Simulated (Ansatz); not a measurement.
Reaction (ligand exchange at the Si–S bond): `CS[SiH](N)[SiH3]` + CH₃NH₂ → `CN[SiH](N)[SiH3]` + CH₃SH

Calculated with Ansatz (gas phase, PBE0-D4/def2-TZVP geometries, no zero-point term in ΔE). CBS: MP2 limit from def2 TZ/QZ plus the TZ coupled-cluster correction, frozen cores. This one scheme is used for every species. DFT in def2-TZVPP. One conformer a species, not always the lowest.

```json
{"species": "`CS[SiH](N)[SiH3]`", "ωB97X-V energy (Eh)": "-1075.39675"}
{"species": "CH₃NH₂", "ωB97X-V energy (Eh)": "-95.86508"}
{"species": "`CN[SiH](N)[SiH3]`", "ωB97X-V energy (Eh)": "-732.60263"}
{"species": "CH₃SH", "ωB97X-V energy (Eh)": "-438.65543"}
```

Q: Work out ΔE.

A: ΔE = (-732.60263) + (-438.65543) − (-1075.39675) − (-95.86508) = 0.00377 Eh = +0.10 eV. CCSD(T)/CBS gives +0.12 eV.

Largest T1 diagnostic among the species: 0.012.

The D4 term adds +0.06 eV with B3LYP and +0.03 eV with PBE0; it sums over pairs of atoms, weighted by their polarisabilities, and B3LYP, whose exchange is more repulsive, gets the larger term. In def2-TZVPP, CCSD(T) changes the Hartree–Fock value by +0.09 eV (the triples alone add +0.03 eV) and MP2 by +0.13 eV.

B3LYP here is the variant with VWN-RPA as its local correlation; programs differ in this.
